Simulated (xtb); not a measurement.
xtb input (GFN1-xTB):

```bash
xtb mol.xyz --gfn 1 --sp --chrg 0 --uhf 0
```
mol.xyz:
```
3

Se    -0.00124381     0.05708994     0.00093953
H     -1.02995211    -0.99348070    -0.01282780
H      1.07224155    -0.94757714    -0.01911605
```

End of the output:

```
         :::::::::::::::::::::::::::::::::::::::::::::::::::::
         ::                     SUMMARY                     ::
         :::::::::::::::::::::::::::::::::::::::::::::::::::::
         :: total energy              -4.420063874895 Eh    ::
         :: gradient norm              0.020411775468 Eh/a0 ::
         :: HOMO-LUMO gap              5.875323476599 eV    ::
         ::.................................................::
         :: SCC energy                -4.430762343575 Eh    ::
         :: -> electrostatic           0.000307041112 Eh    ::
         :: repulsion energy           0.011018813925 Eh    ::
         :: dispersion energy         -0.000320345245 Eh    ::
         :: halogen bond corr.         0.000000000000 Eh    ::
         :: add. restraining           0.000000000000 Eh    ::
         :: total charge               0.000000000000 e     ::
         :::::::::::::::::::::::::::::::::::::::::::::::::::::

           -------------------------------------------------
          |                Property Printout                |
           -------------------------------------------------

    * Orbital Energies and Occupations

         #    Occupation            Energy/Eh            Energy/eV
      -------------------------------------------------------------
         1        2.0000           -0.8543334             -23.2476
         2        2.0000           -0.4963854             -13.5073
         3        2.0000           -0.4764943             -12.9661
         4        2.0000           -0.3741356             -10.1807 (HOMO)
         5                         -0.1582215              -4.3054 (LUMO)
         6                         -0.1269749              -3.4552
         7                         -0.0705146              -1.9188
         8                         -0.0635852              -1.7302
         9                         -0.0236334              -0.6431
        10                         -0.0236334              -0.6431
        11                         -0.0236334              -0.6431
        12                          0.2994136               8.1475
        13                          0.7642126              20.7953
      -------------------------------------------------------------
                  HL-Gap            0.2159142 Eh            5.8753 eV
             Fermi-level           -0.2661786 Eh           -7.2431 eV

  Mulliken/CM5 charges         n(s)   n(p)   n(d)
     1Se   -0.06765 -0.16556   1.930  4.160 -0.023
     2H     0.03382  0.08278   0.966  0.000  0.000
     3H     0.03382  0.08278   0.966  0.000  0.000

Wiberg/Mayer (AO) data.
largest (>0.10) Wiberg bond orders for each atom

 ---------------------------------------------------------------------------
     #   Z sym  total        # sym  WBO       # sym  WBO       # sym  WBO
 ---------------------------------------------------------------------------
     1  34 Se   2.004 --     3 H    1.002     2 H    1.002
     2   1 H    1.002 --     1 Se   1.002
Note: The following floating-point exceptions are signalling: IEEE_DENORMAL
normal termination of xtb
     3   1 H    1.002 --     1 Se   1.002
 ---------------------------------------------------------------------------

Topologies differ in total number of bonds
Writing topology from bond orders to xtbtopo.mol

 dipole moment from electron density (au)
     X       Y       Z
   0.0030  -0.1355  -0.0022  total (Debye):    0.345

           -------------------------------------------------
          | TOTAL ENERGY               -4.420063874895 Eh   |
          | GRADIENT NORM               0.020411775468 Eh/α |
          | HOMO-LUMO GAP               5.875323476599 eV   |
           -------------------------------------------------

------------------------------------------------------------------------
------------------------------------------------------------------------
 total:
 SCF:
```
